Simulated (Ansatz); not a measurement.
Cartesian coordinates in Å:
```
F -1.225 1.785 1.475
Si -1.874 0.340 1.163
Al -0.997 -0.548 -0.968
N 0.763 -0.467 -1.240
Si 1.994 0.099 -0.166
H -3.352 0.534 1.138
H -1.575 -0.539 2.330
H -1.883 -1.197 -2.114
H 1.100 -0.804 -2.133
H 1.331 0.418 1.125
H 3.038 -0.937 0.064
H 2.680 1.319 -0.673
```

The species carries charge 0 and has multiplicity 1.

Task: List the r2SCAN/def2-TZVPP orbital energies in eV (the Gaussian-basis code of Ansatz). (An estimate is asked.)

Result: The calculation gave: Occupied: -1791.66, -1791.17, -1517.08, -665.84, -384.97, -142.03, -141.59, -110.61, -96.94, -96.86, -96.85, -96.45, -96.44, -96.43, -70.95, -70.73, -70.72, -30.90, -21.82, -13.93, -13.78, -11.86, -11.12, -10.85, -10.73, -10.12, -9.07, -8.79, -8.37, -8.24, -6.91, -6.75. Lowest empty: -2.28, -1.04, -0.15, 0.52, 0.99, 1.11, 1.28, 1.48.
